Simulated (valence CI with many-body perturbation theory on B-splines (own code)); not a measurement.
**Energy levels of Ar¹¹⁺**

Calculated by configuration interaction combined with many-body perturbation theory (CI+MBPT): five valence electrons over a frozen Dirac-Fock core [He], a basis of 11 s, 11 p, 10 d, 8 f, 5 g, 2 h functions for each j, with the one-electron correlation potential Σ1 (screened to all orders), the two-electron term Σ2, the three-electron term Σ3, Breit, model QED; selected single and double excitations, second order for the rest, scaled by the run's own slope (own B-spline code, finite nucleus).

No measured levels were compared; by estimate levels of excited configurations hold to 0.05 to 0.15 % of their energy, terms of the ground configuration to about 0.5 %. Among the levels kept, up to 4900 cm⁻¹ of a level comes from second order outside the variational space, and about a tenth of that is noise between levels of different J, which matters for small intervals.

Levels 136 to 180 of 194, with energies above the lowest level, 2s2 2p3 4S°_3/2. "Leading %" is the weight of the configuration and term that name the level; weights of strongly mixed levels are sums over their largest components and can fall short. In the jj column 3d3/2^4 stands for four electrons in 3d with j = 3/2.

```csv
No.,Configuration,Term,J,E (Ry),Leading %,Second component,g,Leading jj
136,2s 2p3 3d,4F°,7/2,32.454,92,7 % 2s 2p3 3d 4G°,1.222,2s 2p1/2 2p3/2^2 3d3/2 (46 %)
137,2s 2p3 3d,4F°,9/2,32.477,90,9 % 2s 2p3 3d 4G°,1.318,2s 2p1/2 2p3/2^2 3d5/2 (74 %)
138,2s 2p3 3p,2S,1/2,32.530,95,,1.991,2s 2p3/2^3 3p3/2 (27 %)
139,2s 2p3 3d,4G°,5/2,32.535,95,,0.590,2s 2p1/2 2p3/2^2 3d3/2 (38 %)
140,2s 2p3 3d,4G°,7/2,32.536,91,8 % 2s 2p3 3d 4F°,1.005,2s 2p1/2 2p3/2^2 3d3/2 (37 %)
141,2s 2p3 3d,4G°,9/2,32.538,88,10 % 2s 2p3 3d 4F°,1.189,2s 2p1/2 2p3/2^2 3d5/2 (52 %)
142,2s 2p3 3d,4G°,11/2,32.542,99,,1.272,2s 2p1/2 2p3/2^2 3d5/2 (99 %)
143,2s 2p3 3s,2P°,3/2,32.646,94,,1.347,2s 2p3/2^3 3s (44 %)
144,2s 2p3 3s,2P°,1/2,32.652,93,,0.716,2s 2p3/2^3 3s (44 %)
145,2s 2p3 3d,4D°,1/2,32.669,97,,0.022,2s 2p1/2 2p3/2^2 3d3/2 (39 %)
146,2s 2p3 3d,4D°,3/2,32.674,97,,1.204,2s 2p1/2 2p3/2^2 3d3/2 (39 %)
147,2s 2p3 3d,4D°,5/2,32.680,97,,1.373,2s 2p1/2 2p3/2^2 3d3/2 (39 %)
148,2s 2p3 3d,4D°,7/2,32.680,98,,1.427,2s 2p1/2 2p3/2^2 3d5/2 (62 %)
149,2s 2p3 3d,2S°,1/2,32.712,96,,1.988,2s 2p1/2 2p3/2^2 3d5/2 (56 %)
150,2s 2p3 3d,2G°,9/2,32.754,97,,1.114,2s 2p1/2 2p3/2^2 3d3/2 (56 %)
151,2s 2p3 3d,2G°,7/2,32.757,97,,0.893,2s 2p1/2 2p3/2^2 3d5/2 (42 %)
152,2s 2p3 3d,4P°,5/2,32.808,96,,1.597,2s 2p1/2 2p3/2^2 3d5/2 (48 %)
153,2s 2p3 3d,4P°,3/2,32.835,89,6 % 2s 2p3 3d 2P°,1.704,2s 2p1/2 2p3/2^2 3d3/2 (61 %)
154,2s 2p3 3d,4P°,1/2,32.847,97,,2.646,2s 2p1/2 2p3/2^2 3d5/2 (36 %)
155,2s 2p3 3d,2P°,3/2,32.901,88,8 % 2s 2p3 3d 4P°,1.364,2s 2p1/2 2p3/2^2 3d5/2 (58 %)
156,2s 2p3 3d,2P°,1/2,32.933,95,,0.694,2s 2p1/2 2p3/2^2 3d5/2 (56 %)
157,2s 2p3 3d,4S°,3/2,32.947,92,,1.983,2s 2p1/2 2p3/2^2 3d5/2 (45 %)
158,2s 2p3 3d,2D°,5/2,32.956,92,,1.187,2s 2p1/2 2p3/2^2 3d5/2 (37 %)
159,2s 2p3 3p,2P,1/2,33.006,81,15 % 2s 2p3 3p 4P,0.985,2s 2p1/2 2p3/2^2 3p3/2 (42 %)
160,2s 2p3 3p,2P,3/2,33.008,71,24 % 2s 2p3 3p 4P,1.429,2s 2p1/2 2p3/2^2 3p1/2 (48 %)
161,2s 2p3 3d,2D°,3/2,33.041,96,,0.806,2s 2p1/2 2p3/2^2 3d5/2 (46 %)
162,2s 2p3 3p,4P,1/2,33.073,79,15 % 2s 2p3 3p 2P,2.335,2s 2p1/2 2p3/2^2 3p1/2 (31 %)
163,2s 2p3 3p,4P,5/2,33.076,92,,1.587,2s 2p1/2 2p3/2^2 3p3/2 (53 %)
164,2s 2p3 3p,4P,3/2,33.083,70,26 % 2s 2p3 3p 2P,1.624,2s 2p1/2 2p3/2^2 3p3/2 (41 %)
165,2s 2p3 3p,2F,5/2,33.098,97,,0.863,2s 2p1/2 2p3/2^2 3p1/2 (58 %)
166,2s 2p3 3d,2F°,7/2,33.122,93,5 % 2s 2p3 3d 4F°,1.150,2s 2p1/2 2p3/2^2 3d5/2 (42 %)
167,2s 2p3 3p,2F,7/2,33.130,98,,1.144,2s 2p1/2 2p3/2^2 3p3/2 (76 %)
168,2s 2p3 3d,2F°,5/2,33.133,88,6 % 2s 2p3 3d 2D°,0.888,2s 2p1/2 2p3/2^2 3d5/2 (53 %)
169,2s 2p3 3d,4F°,9/2,33.198,95,,1.326,2s 2p3/2^3 3d5/2 (53 %)
170,2s 2p3 3d,4F°,7/2,33.208,90,4 % 2s 2p3 3d 2F°,1.233,2s 2p1/2 2p3/2^2 3d5/2 (44 %)
171,2s 2p3 3d,4F°,5/2,33.216,92,,1.025,2s 2p1/2 2p3/2^2 3d3/2 (37 %)
172,2s 2p3 3d,4F°,3/2,33.221,98,,0.406,2s 2p1/2 2p3/2^2 3d3/2 (75 %)
173,2s 2p3 3d,4P°,1/2,33.260,97,,2.636,2s 2p3/2^3 3d3/2 (46 %)
174,2s 2p3 3d,4P°,3/2,33.278,92,4 % 2s 2p3 3d 4S°,1.731,2s 2p3/2^3 3d3/2 (25 %)
175,2s 2p3 3p,2D,3/2,33.296,95,,0.803,2s 2p1/2 2p3/2^2 3p3/2 (44 %)
176,2s 2p3 3d,4P°,5/2,33.297,96,,1.592,2s 2p1/2 2p3/2^2 3d5/2 (54 %)
177,2s 2p3 3p,2D,5/2,33.297,95,,1.201,2s 2p1/2 2p3/2^2 3p3/2 (56 %)
178,2s 2p3 3d,4D°,1/2,33.378,98,,0.008,2s 2p1/2 2p3/2^2 3d3/2 (51 %)
179,2s 2p3 3d,4D°,3/2,33.378,95,,1.191,2s 2p3/2^3 3d3/2 (27 %)
180,2s 2p3 3d,4D°,5/2,33.382,93,,1.361,2s 2p1/2 2p3/2^2 3d5/2 (27 %)
```

Names give the largest LS component (configuration and term), which can be under half, so a name can repeat, a term be missing and a line seem to break the LS rules; names also repeat where a configuration has a term twice.
